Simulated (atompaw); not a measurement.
Reading a pseudo-wave (As)

Columns: radius, all-electron u(r) and pseudo u(r) of the 3d shell (level -40.65 eV) of arsenic in the configuration [Ar] 3d10 4s2 4p3; PBE, scalar-relativistic, PAW (atompaw) scheme, atompaw 4.2.0.5.

```tsv
r (bohr)	all-electron	pseudo
0.087	0.1416	0.0031
0.173	0.5167	0.0235
0.260	0.8730	0.0743
0.346	1.0961	0.1585
0.433	1.1930	0.2728
0.519	1.1953	0.4008
0.606	1.1398	0.5269
0.692	1.0548	0.6292
0.779	0.9557	0.6956
0.865	0.8553	0.7180
0.952	0.7572	0.6990
1.038	0.6667	0.6488
1.125	0.5833	0.5804
1.212	0.5085	0.5085
1.298	0.4427	0.4427
1.385	0.3841	0.3841
1.471	0.3333	0.3333
1.558	0.2884	0.2884
1.644	0.2498	0.2498
1.731	0.2157	0.2157
1.817	0.1865	0.1865
1.904	0.1609	0.1609
1.990	0.1389	0.1389
2.077	0.1197	0.1197
2.163	0.1033	0.1033
2.250	0.0889	0.0889
```

(1) How many radial nodes do the two functions have?

(2) At about which radius was the pseudo-wave matched?

(3) Is the pseudo-wave norm-conserving?

Results:

(1) The all-electron 3d function has n − l − 1 = 0; the pseudo-wave has 0.

(2) 1.30 bohr. The columns agree to 0.0005 from 1.21 bohr on; several derivatives are matched, so the curves merge somewhat inside the radius.

(3) No, it belongs to a PAW set: the norm inside the radius is not constrained, and the difference is carried by the augmentation charge.
